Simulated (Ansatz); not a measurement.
Basis-set extrapolation for C$_{6}$H$_{5}$BF$_{2}$ (`FB(F)c1ccccc1`) (PBE0-D4/def2-TZVP geometry, frozen core, Ansatz 0.2.0). Multiplicity 1, RHF reference.

```json
{"": "HF", "def2-TZVPP": "-454.013669", "def2-QZVPP": "-454.032862"}
{"": "MP2 correlation", "def2-TZVPP": "-1.519108", "def2-QZVPP": "-1.633091"}
{"": "CCSD(T) correlation", "def2-TZVPP": "-1.611470", "def2-QZVPP": "not run"}
```

Energies in hartree. Use E(X) = E(∞) + A·exp(−7.88·√X) for Hartree–Fock and E(X) = E(∞) + B·X^(−2.97) for correlation, with X = 3 and 4, and add CCSD(T) minus MP2 of the smaller set to the MP2 limit.

Q: What is the CCSD(T) energy at the basis-set limit?

A: HF limit: -454.032862 + (-0.019193) × 0.13774 = -454.03551. MP2 limit: -1.633091 + (-0.113983) × 0.74074 = -1.71752. Higher-order term: -1.611470 − (-1.519108) = -0.09236. Total: -455.84539 hartree, 138.2 kcal/mol below CCSD(T)/def2-TZVPP.
